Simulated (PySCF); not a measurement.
Si(F)(I)(Me)2 (C₂H₆FISi), SMILES C[Si](C)(F)I.

Geometry: B3LYP-D3(BJ)/def2-SVP. The def2 effective core potentials stand for the cores of I; spin–orbit coupling is left out.

Two levels are set side by side: TDA-PBE/def2-SVPD (PySCF) and TDA-LC-ωPBE/def2-SVPD (PySCF). Vertical, same geometry. The lowest singlet is HOMO→LUMO 99 % with PBE and HOMO→LUMO 64 %, HOMO→LUMO+4 23 % with the other functional; states are paired by order. Differences are taken from unrounded values.

```
quantity                               TDA-LC-ωPBE  TDA-PBE  TDA-PBE minus TDA-LC-ωPBE
-------------------------------------  -----------  -------  -------------------------
lowest singlet excitation (eV)                6.30     5.59                      -0.71
lowest triplet excitation (TDA) (eV)          5.72     5.14                      -0.58
first bright state (f over 0.05) (eV)         7.76     7.14                      -0.63
its oscillator strength                       0.16     0.05                      -0.11
```

Functionals without exact exchange tend to place singlet excitations lower, as here. Differences between two approximate levels are no errors against the true value.

Rough cost on one machine, each run with all the roots and properties that it gave: TDA-LC-ωPBE against TDA-PBE about 3 times.
